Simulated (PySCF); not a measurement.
Question: Give a PBE0-D3(BJ)/def2-SVP geometry of `CO[Si](N)(O)O`.

Answer: 
```
atom  x, y, z in Å
C1    -1.4681   -1.3127   -0.5530
O2    -0.1479   -1.0541   -0.1588
Si3    0.3780    0.4297    0.3408
N4     2.0256    0.3566    0.8040
O5     0.1453    1.5630   -0.8469
O6    -0.5695    0.8650    1.6191
H7    -1.7550   -0.7181   -1.4392
H8    -2.1862   -1.0871    0.2545
H9    -1.5612   -2.3795   -0.8103
H10    2.2297   -0.1333    1.6690
H11    2.7349    0.1395    0.1124
H12    0.7208    1.5300   -1.6147
H13   -0.5526    1.7998    1.8416
```

Orientation and origin are arbitrary. Atoms count from 1 in this order. O5 (silanol oxygen) is bent (angle 117.7°). Si3 (oxygen-bound silicon) is tetrahedral (angles from 106.8° to 111.0°). N4 (silicon-bound nitrogen) is pyramidal (angles 119.8°, 116.4° and 109.7°, sum 345.9°, 0.26 Å off the plane of its three neighbours).

Bonds between heavy atoms (Å): C1–O2 1.402, O2–Si3 1.652, Si3–N4 1.713, Si3–O5 1.658, Si3–O6 1.650.

Theory: PBE0-D3(BJ)/def2-SVP geometry optimisation, gas phase in PySCF.

Stationary, but not proved a minimum. One conformer, not necessarily the lowest (C1–O2–Si3–N4 178°, O2–Si3–N4–H -71° and 65°, O2–Si3–O5–H -73°, O2–Si3–O6–H -163°).
